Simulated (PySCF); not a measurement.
Electron correlation in Re (rhenium, neutral)

[Xe] 4f14 5d5 6s2, high-spin 6S determinant. Calculation: PySCF 2.14, in aug-cc-pVTZ-PP with ECP60MDF (6s6p5d3f2g, 88 functions); scalar relativity through the core potential. Frozen: 5s2 5p6; 7 electrons correlated.

```json
{"level": "CCSD", "correlation energy (mhartree)": "-138.73"}
{"level": "(T)", "correlation energy (mhartree)": "-6.55"}
{"level": "CCSD(T)", "correlation energy (mhartree)": "-145.28"}
```

Diagnostics: T1 = 0.028, D1 = 0.0991, largest double amplitude 0.041.

Cost of the coupled-cluster step: about 40 core-seconds, for 7 correlated electrons.
